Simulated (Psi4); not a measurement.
Process, species as SMILES: C=[SiH2] (CH2-SiH2) → C=[SiH-] + H+
B3LYP-D3(BJ)/def2-TZVP geometries, fixed; electronic energies without zero-point terms.

Effect of the treatment of two-electron integrals at MP2/def2-TZVP with Psi4, against the last row, where the deprotonation energy is 365.43 kcal/mol. Cores are frozen. The proton leaves the site shown, which need not be the most acidic.

```json
[
 {"setting": "scf_type: df", "largest shift of a total energy (mEh)": "0.193", "shift of the deprotonation energy (kcal/mol)": "-0.006"},
 {"setting": "scf_type: cd", "largest shift of a total energy (mEh)": "0.128", "shift of the deprotonation energy (kcal/mol)": "0.000"},
 {"setting": "scf_type: pk", "largest shift of a total energy (mEh)": "0.000", "shift of the deprotonation energy (kcal/mol)": "0.000"}
]
```

Within 0.02 kcal/mol in the deprotonation energy: scf_type: df; scf_type: cd. The largest shift is 0.193 mEh in a total energy and 0.006 kcal/mol in the difference.
